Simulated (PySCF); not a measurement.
States of one metal complex from SC-NEVPT2 in the d shell, PySCF, above the ground state:

```json
{"2S+1": "5", "degeneracy": "2", "energy / cm⁻¹": "0", "f (electric dipole)": "–"}
{"2S+1": "5", "degeneracy": "1", "energy / cm⁻¹": "8132", "f (electric dipole)": "0"}
{"2S+1": "5", "degeneracy": "2", "energy / cm⁻¹": "9383", "f (electric dipole)": "0"}
{"2S+1": "3", "degeneracy": "2", "energy / cm⁻¹": "20241", "f (electric dipole)": "–"}
{"2S+1": "3", "degeneracy": "2", "energy / cm⁻¹": "20323", "f (electric dipole)": "–"}
{"2S+1": "3", "degeneracy": "1", "energy / cm⁻¹": "20726", "f (electric dipole)": "–"}
{"2S+1": "3", "degeneracy": "2", "energy / cm⁻¹": "21580", "f (electric dipole)": "–"}
{"2S+1": "3", "degeneracy": "2", "energy / cm⁻¹": "21941", "f (electric dipole)": "–"}
{"2S+1": "3", "degeneracy": "2", "energy / cm⁻¹": "22212", "f (electric dipole)": "–"}
{"2S+1": "3", "degeneracy": "1", "energy / cm⁻¹": "23006", "f (electric dipole)": "–"}
{"2S+1": "3", "degeneracy": "2", "energy / cm⁻¹": "24075", "f (electric dipole)": "–"}
{"2S+1": "3", "degeneracy": "2", "energy / cm⁻¹": "24333", "f (electric dipole)": "–"}
```

Task: Which of these complexes, all computed at model or optimised geometries, gave the data?
A. [CoF4]- (d6, tetrahedral)
B. [FeCl5]3- (d6, square pyramidal)
C. [CrI3]- (d4, trigonal planar)
D. FeF2 (d6, linear)

Result: D. FeF2 (d6, linear) has 5Δg, then 5Σg+ at 8132, 5Πg at 9383 cm⁻¹ (NEVPT2). The others: [CoF4]- (d6, tetrahedral) has 5E, then 5T2 at 7895, 3T1 at 15553 cm⁻¹ (NEVPT2); [CrI3]- (d4, trigonal planar) has 5E', then 5E'' at 4655, 5A1' at 5885 cm⁻¹ (NEVPT2); [FeCl5]3- (d6, square pyramidal) has 5E, then 5B2 at 552, 5A1 at 2233 cm⁻¹ (NEVPT2).

On FeF2: NEVPT2 lifts 5Πg from 7319 to 9383 cm⁻¹; on the d shell alone such lifts tend to overshoot.
